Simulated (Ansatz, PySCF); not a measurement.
Species: BiF₂ (charge 0, doublet). It need not be the lowest isomer of its formula. SMILES: [F][Bi][F]
Structure (B3LYP-D3(BJ)/def2-TZVP (Ansatz, a quantum-chemistry and plane-wave program) minimum search):
```xyz
3

Bi    -0.1218    -0.0876     0.1883
F     -0.3250     1.6223    -0.8748
F      1.4481    -0.8140    -0.8620
```
Charge 0, spin multiplicity 2.

Property: vertical ionisation energy (to the singlet state of charge +1; each state is the SCF solution reached for its spin), in eV. Valence correlation only, unless marked. UHF or UKS for open shells. No spin-orbit coupling. Frozen are the shells of the preceding noble gas and the d and f shells that filled before the atom's block. In def2 rows, elements after Kr have scalar-relativistic effective core potentials. CBS(X,Y): correlation extrapolated as X^-3; Hartree-Fock from the larger set. The bracket is a focal-point correction in the basis named.

| level | program | vertical ionisation energy (eV) |
|---|---|---|
| PBE/def2-TZVPD | Ansatz | 8.38 |
| r2SCAN/def2-TZVPD | Ansatz | 8.63 |
| B3LYP/def2-TZVPD | Ansatz | 8.67 |
| PBE0/def2-TZVPD | Ansatz | 8.66 |
| BHLYP/def2-TZVPD | Ansatz | 8.81 |
| M06-2X/def2-TZVPD | PySCF | 8.85 |
| CAM-B3LYP/def2-TZVPD | Ansatz | (withheld) |
| wB97M-V/def2-TZVPD | Ansatz | (withheld) |
| SCS-MP2/def2-SVPD | Ansatz | 8.41 |
| SCS-MP2/def2-TZVPPD | Ansatz | 8.43 |
| CCSD/def2-TZVPPD | Ansatz | (withheld) |
| RI-MP2/CBS(def2-TZVPPD,def2-QZVPPD)+[CCSD(T)-MP2]/def2-TZVPPD | Ansatz | 8.57 |

**Question.** Complete the blanks.

**Answer.** 
- CAM-B3LYP/def2-TZVPD, vertical ionisation energy (eV): 8.80
- wB97M-V/def2-TZVPD, vertical ionisation energy (eV): 8.68
- CCSD/def2-TZVPPD, vertical ionisation energy (eV): 8.59
